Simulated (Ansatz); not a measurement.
The pair A = GeH4 (SMILES [GeH4]) (first 5 atoms), B = HI (SMILES I); geometry from B3LYP-D3(BJ)/def2-TZVP.
(charge 0, multiplicity 1):
```tsv
atom	x (Å)	y (Å)	z (Å)
Ge	0.0755	0.1557	-0.0127
H	1.4609	0.0677	0.6444
H	-0.6465	-1.1909	0.1251
H	0.2400	0.5041	-1.5008
H	-0.7451	1.2543	0.6787
I	-0.2147	-0.5152	4.1073
H	0.5437	0.8598	3.7295
```

Cores are frozen in the correlated methods. Filled d and f shells under p-block atoms count as core. MP2 and its Hartree–Fock in def2-QZVPPD are density fitted.

Programs: Ansatz (a quantum-chemistry and plane-wave program).  In def2 rows elements past Kr take small-core potentials, without spin–orbit coupling.

The counterpoise-corrected interaction energy is E(AB) − E(A in the pair's basis) − E(B in the pair's basis). Total energies (hartree):

| level | AB | A in the pair's basis | B in the pair's basis |
|---|---|---|---|
| HF/def2-TZVPPD | -2374.9210526 | -2077.6795640 | -297.2427902 |
| MP2/def2-TZVPPD | -2375.2139248 | -2077.8189530 | -297.3937573 |
| HF/def2-QZVPPD | -2374.9644204 | -2077.7217597 | -297.2439769 |
| MP2/def2-QZVPPD | -2375.2845072 | -2077.8694335 | -297.4136224 |
| CCSD(T)/def2-TZVPPD | -2375.2713679 | -2077.8511818 | -297.4191494 |

Q: Work out the counterpoise-corrected interaction energy at the basis-set limit: extrapolate the MP2 correlation part as X⁻³, take Hartree–Fock from the larger set, and add the CCSD(T) − MP2 difference of def2-TZVPPD.

A: 
1. Differences (1 hartree = 627.509 kcal/mol): HF/def2-TZVPPD 0.817; MP2/def2-TZVPPD -0.762; HF/def2-QZVPPD 0.826; MP2/def2-QZVPPD -0.911; CCSD(T)/def2-TZVPPD -0.651.
2. Correlation parts, MP2 less HF: -1.579 in def2-TZVPPD (X = 3), -1.737 in def2-QZVPPD (X = 4).
3. Limit (4³·(-1.737) − 3³·(-1.579))/(4³ − 3³) = -1.852; with HF/def2-QZVPPD it gives -1.026.
4. CCSD(T) less MP2 in def2-TZVPPD: 0.112.
Result: -0.91 kcal/mol, against -0.76 at MP2/def2-TZVPPD. It is an estimate of this method's limit, not of the exact value.
